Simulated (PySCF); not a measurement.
Coordinates in bohr (charge 0 multiplicity 1):
```
Sn    0.0000    0.0000   -0.5806
F     2.7124    0.0000    1.8639
F    -2.7124    0.0000    1.8639
```

These are results of PBE0/[Sn def2-TZVP with ECP28, F def2-TZVP], scalar-relativistic core potentials, density fitting, no spin–orbit coupling, PySCF, not measurements.

This geometry of SnF₂ is a stationary point at this level.

Task: What is the point group?

Result: C2v.

Task: Is it a minimum?

Result: Yes: all harmonic wavenumbers are real.

Task: List the harmonic modes with their infrared intensities.

Result: 
```
symmetry  ω (cm⁻¹)  IR (km/mol)
      a1       192         11.4
      b2       589          124
      a1       607         96.0
```

Task: Give the atomic charges and bond orders.

Result: 
```csv
atom,Mulliken,Löwdin,polar tensor,Mayer order to Sn1
Sn1,0.97,0.59,1.33,–
"F2,3",-0.49,-0.30,-0.66,0.84
```

In C2v the vibrations span 2a1 + b2. Here b1 is antisymmetric to the molecular plane and b2 lies in it.
